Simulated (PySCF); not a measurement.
Compound: BeBr2.
SMILES: `[Br][Be][Br]`

Jobs on this species (3 atoms, 74 electrons) with PySCF (density fitting). Hardware of each: one thread of an x86-64 server, on a shared host. The host was shared with other jobs, so the times are rough.

| level and settings | work | basis functions | SCF cycles | wall time |
| --- | --- | --- | --- | --- |
| wB97X-D/def2-SVPD | 10 singlets by full TDDFT, 4 Tamm–Dancoff triplets, polarisability | 94 | ? | ? |
| B3LYP/pcSseg-1 | shieldings | 94 | ? | ? |
| PBE0-D3(BJ)/def2-SVP, grid level 1 | geometry optimisation from a GFN2-xTB start | 73 | 12 | 5.4 s |
| PBE0/pcSseg-1 | shieldings, charges and field gradients | 94 | 10 | 6.0 s |
| delta-SCF UKS SCAN, pcX-2 on the ionised atom, pcseg-1 elsewhere, spin-free X2C | ΔSCF core ionisation, 1 hole | 81 | 15 | 1.6 s |

Task: Fill in the missing figures.

Result: 
- wB97X-D/def2-SVPD; 10 singlets by full TDDFT, 4 Tamm–Dancoff triplets, polarisability: 6.6 s, 10 SCF cycles
- B3LYP/pcSseg-1; shieldings: 4.8 s, 10 SCF cycles

Task: What do all jobs in the table cost together?

Result: About 24 s; the longest takes about 27 % of that, and about 4.1 times as long as the shortest.
